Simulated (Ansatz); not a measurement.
Sn₉H₁₅, relaxed as a doublet with UKS PBE-D4/def2-SVP in Ansatz, starting from the GFN2-xTB geometry. Force threshold 0.03 eV/Å.

In the def2 sets Sn takes a core potential; there is no spin–orbit coupling. The relaxation made no stability test and no search for a lower SCF solution.

Start:

```
atom    x (Å)    y (Å)    z (Å)
 Sn1  -2.3588   1.5016   2.2073
 Sn2  -2.3628  -1.2343  -2.3216
 Sn3   0.2710   1.9832  -1.1080
 Sn4   2.6418   0.6143   2.2293
 Sn5   2.9050  -1.2574  -1.6210
 Sn6  -2.6262   1.3199  -0.7904
 Sn7  -0.0626  -0.0882   2.8813
 Sn8   0.5903  -2.9430  -1.1778
 Sn9   2.9559   1.3938  -0.4401
 H10  -3.1613   0.3059   3.2230
 H11  -2.0374   2.5124   3.6071
 H12  -4.1966  -1.1536  -2.2079
 H13  -2.5600   0.3647  -3.3777
 H14   0.5647   3.6352  -0.7996
 H15   0.5043   2.2558  -2.7657
 H16   3.2086   1.9066   3.1676
 H17   3.7331  -0.5324   2.8673
 H18   2.0405  -1.1730  -3.1974
 H19   3.6532  -2.7930  -2.1539
 H20  -2.8687   3.1335  -0.6387
 H21   0.2756  -1.3949   4.0177
 H22  -0.0241  -1.2596   1.4369
 H23  -0.1760  -3.5564  -2.8012
 H24  -0.9096  -3.5410  -0.2367
```

Problem. Estimate the energy that the relaxation releases and the steps that it takes.

Solution. 394.5 kJ/mol, in 21 steps; 96 s on 2 threads of AMD EPYC 7R13 on a shared host and a share (18 GiB) of an NVIDIA H100 80GB HBM3. The force fell under the threshold at step 14, but the optimiser went on and released 0.002 eV more. No frequencies were taken in this run, so the end may be a saddle point.

Problem. Does the start keep its bonding?

Solution. Bonds formed: Sn2–Sn8 (atoms count from 1).

Problem. Predict the relaxed structure.

Solution. 
Cartesian coordinates in Å:
```
Sn -1.991 1.014 2.238
Sn -2.347 -0.723 -2.036
Sn 0.553 2.745 -1.210
Sn 2.592 0.507 2.174
Sn 2.279 -1.434 -1.999
Sn -1.949 1.611 -0.514
Sn 0.144 -0.671 2.944
Sn -0.279 -2.591 -1.671
Sn 2.708 1.004 -0.614
H -3.506 0.272 2.652
H -1.878 2.486 3.150
H -3.872 -1.446 -1.617
H -2.432 -0.296 -3.718
H 0.748 4.253 -0.367
H 0.535 3.136 -2.903
H 2.770 2.004 3.038
H 3.911 -0.510 2.672
H 2.512 -1.155 -3.699
H 3.484 -2.596 -1.527
H -3.220 2.755 -0.870
H 0.127 -1.018 4.648
H -0.030 -2.181 2.105
H -0.463 -3.902 -2.800
H -0.395 -3.264 -0.077
```
Bond lengths (bridged metal pairs left out): 10 × Sn–Sn 2.81 to 2.84 Å; 15 × H–Sn 1.73 to 1.75 Å.
